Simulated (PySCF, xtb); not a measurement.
C4H2BrF, SMILES Br/C(C#C)=C/F.

xtb with GFN2-xTB at its own geometry gives an orbital gap of 3.60 eV and a dipole moment of 1.36 D.

Geometry optimised at PBE0-D3(BJ)/def2-SVP. The structure was generated by enumeration; whether it is a known compound was not checked.

Problem. What does PySCF with PBE/def2-TZVP give? (An estimate is asked for; the answer gives what the named calculation found.)

Solution. gap 3.80 eV (levels -6.01 and -2.21 eV), dipole 0.24 D.
